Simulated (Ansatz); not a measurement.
```yaml
crystal:
  periodic: [false, false, false]
  atoms:
    - {symbol: Al, position_ang: [-0.000382, 0.000304, 0.000106]}
    - {symbol: Br, position_ang: [-0.019980, -0.010768, 2.605364]}
    - {symbol: Br, position_ang: [0.020257, 0.010624, -2.605077]}
    - {symbol: Br, position_ang: [2.604835, 0.005604, 0.019968]}
    - {symbol: Br, position_ang: [-2.604964, -0.005954, -0.020230]}
    - {symbol: Br, position_ang: [-0.005652, 2.604251, 0.010660]}
    - {symbol: Br, position_ang: [0.005886, -2.604060, -0.010801]}
basis:
  gaussian: {orbitals: STO-3G, final_grid: {core_spheres: 5, valence_spheres: 4, degree: 11}, nuclear_model: gaussian}
total_charge: -4
magnetization: {spin_polarized: true, initial_magnetization: 1}
hamiltonian: {xc: {name: PBE-QIDH}}
scf: {omitted_lower_state_checks: [starts]}
output: {forces: true}
```

```sh
$ ansatz run in.yaml --threads 4 --pin off --events-out ev --progress --plain --max-ram 4787MiB
```

Shortened log:

```
Functional definition: PBE-QIDH
1175 factors; integrals over basis functions are off by at most 3.2e-5 eV
mean field evaluation 1: about -422098.0315 eV, gradient 1.3e1 eV
mean field evaluation 2: about -422098.1421 eV, gradient 1.3e1 eV
mean field evaluation 4: about -422099.6443 eV, gradient 1.8e-1 eV
mean field evaluation 8: about -422099.6465 eV, gradient 7.1e-3 eV
mean field -422099.64647857 eV, -15511.8758986710 hartree, gradient 3.1e-6 eV, S^2 0.750188; 0 other end points of the search recorded, 0 dependent functions left out
59 core orbitals not correlated: weight in the atoms' cores, before any rotation towards them, 0.999 or more for the frozen orbitals, at most 0.000 for the correlated occupied ones
reference -422099.64648375 eV, -15511.8758988614 hartree; 55, 54 occupied and 3, 4 virtual orbitals, 1175 factors
second order -0.50602284 eV of doubles, -0.00000000 eV of singles
Total energy: -422099.81515803 eV, -15511.8820975268 hartree
Atom 0 at    -0.000382     0.000304     0.000106 Å, force     0.004371    -0.003516    -0.001334 eV/Å
Atom 1 at    -0.019980    -0.010768     2.605364 Å, force    -0.011823    -0.005424     1.434994 eV/Å
Atom 2 at     0.020257     0.010624    -2.605077 Å, force     0.010202     0.006633    -1.434678 eV/Å
Atom 3 at     2.604835     0.005604     0.019968 Å, force     1.435818     0.003729     0.011430 eV/Å
Atom 4 at    -2.604964    -0.005954    -0.020230 Å, force    -1.436983    -0.002344    -0.010870 eV/Å
Atom 5 at    -0.005652     2.604251     0.010660 Å, force    -0.004131     1.440614     0.006024 eV/Å
Atom 6 at     0.005886    -2.604060    -0.010801 Å, force     0.002547    -1.439692    -0.005567 eV/Å
Dipole moment:    -0.001073     0.000740    -0.000048 e Å
Checks for a lower state left out: starts
```

Hardware: 4 threads of Intel Xeon on a shared host. Wall time 15 s, peak host memory 1.2 GiB.

Correlated methods freeze 59 core orbitals; core or outer-core shells of Br are correlated, in sets that lack core-valence functions. A multiply charged anion in the gas phase is held together partly by the finite basis. The highest occupied level of an anion often lies above zero with these methods, and sets without diffuse functions describe the outer electron poorly.

The dipole of an ion depends on the origin.
